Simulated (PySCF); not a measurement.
# Molecular orbitals of Fe₂

BP86 at R = 2.457 Å; Fe def2-TZVPP; no relativity (PySCF 2.14). State: nonet, unpaired electrons σ ↑↑↑, π ↑, δ ↑↑↑↑. Only the outer orbitals are listed.

```
spin  orbital  occ.  ε (eV)  main shells (%)
   α       πg     1   -5.55             99 d
   α       σu     1   -4.03       84 s, 14 p
   α       πu     0   -1.98            101 p
   α       πu     0   -1.82            101 p
   α       σg     0   -1.16        89 p, 8 s
   β       σg     1   -5.63  76 s, 16 d, 8 p
   β       πu     1   -4.84             98 d
   β       πu     1   -4.69             97 d
   β       πg     1   -3.76             99 d
   β       δg     0   -3.92             95 d
   β       δg     0   -3.86            100 d
   β       δu     0   -3.60            100 d
```

Task: Which are the highest filled and the lowest empty level, where do they sit, and how wide is the gap?

Result: Highest filled β πg at -3.76 eV (in %: 99 d); lowest empty β δg at -3.92 eV (in %: 95 d); the gap at BP86 is -0.16 eV.

The bond order (Mayer) is 1.23. The ⟨S²⟩ is 20.046.

Shares are Mulliken populations and can fall outside 0 to 100 %.

Counting both spins, an empty level lies below a filled one in this solution, because spin and occupation are held. The state is the lowest single determinant that the PBE0 search found; with open d or f shells the true ground state can be another one.
